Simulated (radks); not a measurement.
Values are calculated unless marked as measured or tabulated.
Mo, 42 electrons, occupied as [Kr] 4d5 5p1 (not the ground configuration). Level of theory: scalar-relativistic Kohn-Sham, PBE, spin-polarised, spherical densities, point nucleus; open shells are filled with parallel spins first (spin-orbit coupling, left out, can overturn this in heavy ions) (a radial shooting solver on a logarithmic mesh with Libxc functionals).

Normalised radial functions P(r) = r R(r), r in bohr:

r           4p up  4d down
0.002548   0.0025   0.0000
0.002966   0.0033   0.0000
0.003453   0.0044   0.0000
0.003988   0.0057   0.0000
0.004643   0.0075   0.0001
0.005405   0.0098   0.0001
0.006293   0.0129   0.0001
0.007326   0.0168   0.0002
0.008528   0.0220   0.0003
0.009928   0.0285   0.0004
0.01156    0.0370   0.0007
0.01346    0.0476   0.0010
0.01566    0.0610   0.0015
0.01824    0.0775   0.0023
0.02123    0.0977   0.0034
0.02471    0.1218   0.0051
0.02877    0.1501   0.0076
0.03349    0.1822   0.0113
0.03899    0.2173   0.0165
0.04503    0.2519   0.0234
0.05242    0.2869   0.0334
0.06103    0.3167   0.0471
0.07105    0.3356   0.0653
0.08271    0.3371   0.0889
0.09629    0.3141   0.1185
0.1121     0.2601   0.1543
0.1305     0.1713   0.1953
0.1519     0.0485   0.2394
0.1769    -0.1003   0.2829
0.2059    -0.2586   0.3201
0.2397    -0.4022   0.3439
0.279     -0.5015   0.3462
0.3249    -0.5275   0.3192
0.3782    -0.4595   0.2572
0.4403    -0.2923   0.1584
0.5084    -0.0560   0.0339
0.5919     0.2430  -0.1220
0.6891     0.5456  -0.2893
0.8022     0.8009  -0.4513
0.9339     0.9664  -0.5902
1.087      1.0173  -0.6898
1.266      0.9564  -0.7405
1.473      0.8117  -0.7421
1.715      0.6245  -0.7024
1.997      0.4353  -0.6341
2.325      0.2737  -0.5486
2.706      0.1541  -0.4538
3.151      0.0768  -0.3563
3.668      0.0334  -0.2638
4.27       0.0124  -0.1828
4.971      0.0039  -0.1175
5.741      0.0011  -0.0717
6.683      0.0002  -0.0397
7.78       0.0000  -0.0219
9.058      0.0000  -0.0116
10.54      0.0000  -0.0057
12.28      0.0000  -0.0025
14.29      0.0000  -0.0010
16.64      0.0000  -0.0003

4p up: eigenvalue -40.482 eV, 2 radial nodes at r = 0.160, 0.524 bohr, <r> = 1.24 bohr, 90 % of the charge inside 1.85 bohr. 4d down (empty): eigenvalue -2.452 eV, 1 radial node at r = 0.526 bohr, <r> = 1.94 bohr, 90 % of the charge inside 3.20 bohr.
